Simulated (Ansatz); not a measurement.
Si₄Se₄⁺. Total charge 1; quartet. Geometry PBE-D4/def2-SVP; atoms count from 1.

```tsv
atom	x (Å)	y (Å)	z (Å)
Si1	1.206	0.789	-1.239
Si2	-0.826	-1.488	-1.171
Si3	-0.472	1.794	0.412
Si4	0.182	-0.792	1.900
Se5	-1.864	-0.248	0.739
Se6	-0.341	0.019	-2.853
Se7	1.381	-1.467	-0.193
Se8	0.734	1.393	2.404
```

At PBE0-D4/def2-TZVP a doublet of charge 1 lies 0.92 eV below the quartet, each at its own geometry. The structure comes from a short search, and lower isomers may exist.

Question: Estimate the Mulliken populations from the PBE0/def2-TZVP orbitals of Ansatz.

Answer: 
```
atom  charge (e)  spin (α − β)
 Si1        0.19          0.48
 Si2        0.28          0.40
 Si3        0.19          0.48
 Si4        0.28          0.40
 Se5        0.04          0.27
 Se6       -0.01          0.36
 Se7        0.03          0.27
 Se8       -0.01          0.36
```
Mulliken values depend strongly on the basis.

Question: Where does the spin sit?

Answer: Summed by element: Si 1.74, Se 1.26, of 3 unpaired in all. Largest on single atoms: Si1 0.48, Si3 0.48, Si2 0.40.

Question: And the Mayer bond orders between heavy atoms (over 0.3)?

Answer: Si1–Si3 0.72 (2.56 Å); Si1–Se6 1.03 (2.36 Å); Si1–Se7 0.77 (2.49 Å); Si2–Se5 0.80 (2.50 Å); Si2–Se6 1.17 (2.31 Å); Si2–Se7 0.91 (2.41 Å); Si3–Se5 0.77 (2.49 Å); Si3–Se8 1.03 (2.36 Å); Si4–Se5 0.91 (2.41 Å); Si4–Se7 0.79 (2.50 Å); Si4–Se8 1.17 (2.31 Å).
